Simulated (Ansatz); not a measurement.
C3H9AlO3 (`CC(C)[O][Al]([OH])[OH]`): the same geometry under several functionals.

```yaml
crystal:
  periodic: [false, false, false]
  atoms:
    - {symbol: C, position_ang: [0.220458, -1.393790, 0.847275]}
    - {symbol: C, position_ang: [-0.227780, -0.769387, -0.460593]}
    - {symbol: C, position_ang: [0.485833, -1.371485, -1.653487]}
    - {symbol: O, position_ang: [0.004638, 0.621573, -0.458582]}
    - {symbol: Al, position_ang: [-0.353565, 1.905904, 0.560276]}
    - {symbol: O, position_ang: [0.206416, 3.459759, 0.201728]}
    - {symbol: O, position_ang: [-1.287100, 1.663046, 1.949091]}
    - {symbol: H, position_ang: [0.027290, -2.469384, 0.852747]}
    - {symbol: H, position_ang: [1.294384, -1.239220, 0.988118]}
    - {symbol: H, position_ang: [-0.311774, -0.948403, 1.691581]}
    - {symbol: H, position_ang: [-1.307185, -0.944441, -0.575800]}
    - {symbol: H, position_ang: [0.290985, -2.444344, -1.723399]}
    - {symbol: H, position_ang: [0.151036, -0.896903, -2.577623]}
    - {symbol: H, position_ang: [1.564636, -1.219847, -1.561722]}
    - {symbol: H, position_ang: [0.734907, 3.643741, -0.572804]}
    - {symbol: H, position_ang: [-1.516279, 2.380480, 2.537495]}
basis:
  gaussian: {orbitals: def2-TZVPP}
hamiltonian: {xc: {name: BHLYP}, dispersion: d4}
output: {orbitals: {seedname: orbitals}}
```

```sh
$ ansatz run in.yaml --threads 4 --pin off --events-out ev --progress --plain --max-ram 11315MiB
```

It prints (some lines left out):

```
Functional definition: BHLYP
2030 factors; their error is unknown
mean field evaluation 1: about -15985.2904 eV, gradient 9.1e1 eV
mean field evaluation 2: about -15981.1038 eV, gradient 1.0e2 eV
mean field evaluation 4: about -16000.0252 eV, gradient 2.9e0 eV
mean field evaluation 8: about -16000.0434 eV, gradient 6.0e-2 eV
mean field evaluation 16: about -16000.0933 eV, gradient 2.1e-4 eV
mean field -16000.09328509 eV, -587.9925829743 hartree, gradient 2.6e-5 eV, S^2 0.000000; 0 other end points of the search recorded, 0 dependent functions left out
reference -16000.09351107 eV, -587.9925912790 hartree; 32, 32 occupied and 322, 322 virtual orbitals, 2030 factors
Total energy: -16000.47964693 eV, -588.0067815099 hartree
```

It took 7 s on 4 threads of an Arm Neoverse V1 on a shared host, with 1.3 GiB of host memory at the peak.

The same input with `hamiltonian: {xc: {name: revPBE}, dispersion: d4}` (abridged; 3.7 s):

```
Functional definition: revPBE
mean field evaluation 16: about -16000.1485 eV, gradient 1.2e-3 eV
mean field -16000.14851495 eV, -587.9946126342 hartree, gradient 4.9e-5 eV, S^2 0.000000
Total energy: -16001.17435427 eV, -588.0323115339 hartree
```

With the line `hamiltonian: {xc: {name: r2SCAN0}, dispersion: d4}` (abridged; 10 s):

```
Functional definition: r2SCAN0
mean field evaluation 16: about -15998.0234 eV, gradient 6.1e-4 eV
mean field -15998.02336778 eV, -587.9165149161 hartree, gradient 3.1e-5 eV, S^2 0.000000
Total energy: -15998.12494348 eV, -587.9202477543 hartree
```

Changing it to `hamiltonian: {xc: r2scan, dispersion: d4}` and forces (abridged; 9 s):

```
Functional definition: r2SCAN
mean field evaluation 16: about -15999.3364 eV, gradient 3.8e-4 eV
mean field -15999.33643854 eV, -587.9647693765 hartree, gradient 5.8e-5 eV, S^2 0.000000
Total energy: -15999.42433713 eV, -587.9679995902 hartree
Atom 0 force     0.035391    -0.054613     0.122790 eV/Å
Atom 1 force    -0.139198    -0.233281    -0.014866 eV/Å
Atom 2 force     0.062294    -0.060400    -0.116618 eV/Å
Atom 3 force     0.069740     0.253747    -0.031384 eV/Å
Atom 4 force     0.002376     0.026103     0.018063 eV/Å
Atom 5 force     0.003927     0.028878    -0.001068 eV/Å
Atom 6 force    -0.012076    -0.015545     0.014603 eV/Å
Atom 7 force     0.004885     0.011215     0.001310 eV/Å
Atom 8 force    -0.008939     0.003499    -0.007138 eV/Å
Atom 9 force     0.009256    -0.002978    -0.014493 eV/Å
Atom 10 force    -0.025140     0.001994    -0.001931 eV/Å
Atom 11 force     0.004770     0.017022     0.001543 eV/Å
Atom 12 force     0.007442    -0.006560     0.013234 eV/Å
Atom 13 force    -0.012188     0.001483     0.004477 eV/Å
Atom 14 force     0.013966     0.018366    -0.014760 eV/Å
Atom 15 force    -0.016506     0.011069     0.026238 eV/Å
Dipole moment:     0.040998    -0.017030    -0.061053 e Å
```

With the line `hamiltonian: {xc: {name: wB97M-V}}` and forces (abridged; 22 s):

```
Functional definition: wB97M-V
mean field evaluation 16: about -16001.0463 eV, gradient 1.8e-4 eV
mean field -16001.04629358 eV, -588.0276053902 hartree, gradient 5.0e-5 eV, S^2 0.000000
Total energy: -16001.04635675 eV, -588.0276077118 hartree
Atom 0 force     0.055025    -0.071683     0.157487 eV/Å
Atom 1 force    -0.230719    -0.178251    -0.034034 eV/Å
Atom 2 force     0.083074    -0.073757    -0.143928 eV/Å
Atom 3 force     0.066512     0.146211    -0.033831 eV/Å
Atom 4 force     0.002667     0.003165    -0.002815 eV/Å
Atom 5 force     0.051411     0.064082    -0.062034 eV/Å
Atom 6 force    -0.043010     0.028876     0.080065 eV/Å
Atom 7 force     0.011916     0.076303    -0.007301 eV/Å
Atom 8 force    -0.065667    -0.002023    -0.018075 eV/Å
Atom 9 force     0.035549    -0.024024    -0.057954 eV/Å
Atom 10 force     0.091444     0.019813     0.010141 eV/Å
Atom 11 force     0.012843     0.072345     0.008510 eV/Å
Atom 12 force     0.023697    -0.031113     0.069302 eV/Å
Atom 13 force    -0.071426    -0.004472     0.004411 eV/Å
Atom 14 force    -0.017299     0.015559     0.033656 eV/Å
Atom 15 force    -0.006019    -0.041032    -0.003600 eV/Å
Dipole moment:     0.040275    -0.020220    -0.060824 e Å
```

The same input with `hamiltonian: {xc: {name: B97M-V}}` (abridged; 18 s):

```
Functional definition: B97M-V
mean field evaluation 16: about -16001.6149 eV, gradient 4.8e-4 eV
mean field -16001.61494856 eV, -588.0485030753 hartree, gradient 3.4e-5 eV, S^2 0.000000
Total energy: -16001.61502670 eV, -588.0485059470 hartree
```
